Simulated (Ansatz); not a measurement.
Energy needed to pull apart BH₂SBr (SMILES SBBr), singlet, into free ground-state atoms, from the structure below (displaced at random from its PBE0-D4/def2-TZVP minimum); no zero-point or spin–orbit terms; open-shell atoms are treated unrestricted, in their ground-state multiplicity.

```tsv
atom	x (Å)	y (Å)	z (Å)
S1	-1.1572	-0.0304	-0.1878
B2	0.3596	-0.1290	0.1574
Br3	0.9147	-1.7504	1.0259
H4	-1.1202	1.1014	-0.6952
H5	1.1337	0.6930	-0.0798
```

Program: Ansatz 0.2.0. Basis: def2-TZVPP. Cores are frozen in the correlated methods. Filled d shells of the heavier atoms are correlated. The def2 sets are not built for correlating such inner shells, so the correlated values are less sure here.

```tsv
method	atomization energy (kcal/mol)
PBE-D4	360.1
r2SCAN-D4	358.2
PBE0-D4	?
wB97M-V	354.7
HF	?
MP2	350.9
CCSD	333.6
CCSD(T)	340.4
```

**Question.** What does HF give? (To be estimated.)

**Answer.** By the calculation: 255.5 kcal/mol, which is about 84.9 kcal/mol less than CCSD(T)/def2-TZVPP.

**Question.** What does PBE0-D4 give? (Judge from chemistry; the value comes from the calculation.)

**Answer.** By the calculation: 355.9 kcal/mol, which is about 15.5 kcal/mol more than CCSD(T)/def2-TZVPP.

In triple zeta the MP2 and coupled-cluster atomization energies are still short of their basis limit by a few kcal/mol a bond, whereas those of the functionals are nearly converged, so these differences are not deviations from converged CCSD(T).

No T1 diagnostic of these runs exceeds 0.010.

For scale, one of the runs: CCSD(T)/def2-TZVPP forces, 149 basis functions (an equivalent command: `ansatz run in.yaml --threads 2`). The run took 3.3 min on 2 CPU threads (shared host), with 1.5 GiB of host memory at its peak.
